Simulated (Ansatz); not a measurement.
C$_{2}$H$_{9}$AlClN (`[CH3][Al-]([CH3])([NH3+])[Cl]`) at its PBE0-D4/def2-TZVP geometry, where that method's forces vanish. The species carries charge 0 and has multiplicity 1.

```xyz
14

C     1.3466    1.3812    0.1936
Al    0.2966   -0.1573   -0.4203
C     0.2291   -1.8279    0.6048
N    -1.6318    0.5299   -0.3014
Cl    0.2685   -0.4228   -2.5690
H     2.4191    1.1760    0.1143
H     1.1589    2.2826   -0.3991
H     1.1536    1.6279    1.2440
H     1.1922   -2.3470    0.5650
H    -0.5173   -2.5295    0.2180
H     0.0094   -1.6601    1.6654
H    -1.9367    0.7533    0.6405
H    -2.2613   -0.1700   -0.6825
H    -1.7267    1.3637   -0.8733
```

What forces (eV/Å) does PBE-D4/def2-TZVPP give on these atoms in the Gaussian-basis code of Ansatz? (An estimate is asked.)

Ansatz gave: 
```
C1  -0.058 -0.056 -0.020
Al2  0.093 -0.028  0.032
C3  -0.013  0.074 -0.037
N4   0.214 -0.073  0.010
Cl5 -0.002 -0.025 -0.197
H6   0.200 -0.034 -0.013
H7  -0.028  0.173 -0.105
H8  -0.028  0.052  0.195
H9   0.177 -0.100 -0.005
H10 -0.136 -0.137 -0.066
H11 -0.039  0.021  0.199
H12 -0.120  0.080  0.302
H13 -0.212 -0.212 -0.118
H14 -0.047  0.265 -0.178
```
